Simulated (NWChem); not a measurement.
System: C₅H₃Cl; SMILES C(=C)=C(C#C)Cl

The following NWChem deck was run.

```
start job
memory heap 200 mb stack 900 mb global 1100 mb
geometry units angstroms noautoz
  C      1.653811     2.102128     0.000000
  C      0.910098     1.127754     0.000000
  C      0.038433     0.006760     0.000000
  Cl    -1.697613     0.371135     0.000000
  C      0.440061    -1.259270     0.000000
  C      0.848545    -2.507276     0.000000
  H      2.311029     2.960419     0.000000
  H      1.027864    -3.056206     0.942485
  H      1.027864    -3.056206    -0.942485
end
basis spherical
  C library 6-31g*
  Cl library 6-31g*
  H library 6-31g*
end
dft
  xc xpbe96 cpbe96
  iterations 150
  mulliken
end
task dft energy
```

Structure relaxed at the PBE-D3(BJ)/def2-SVP level.

Question: What results follow from this input? (PBE/6-31G* (spherical d).) Quantities: energy (Ha); highest occupied level (eV); orbital gap (eV); dipole (D).

Answer: 
```yaml
energy (Ha): -651.93
highest occupied level (eV): -5.75
orbital gap (eV): 3.72
dipole (D): 1.92
```
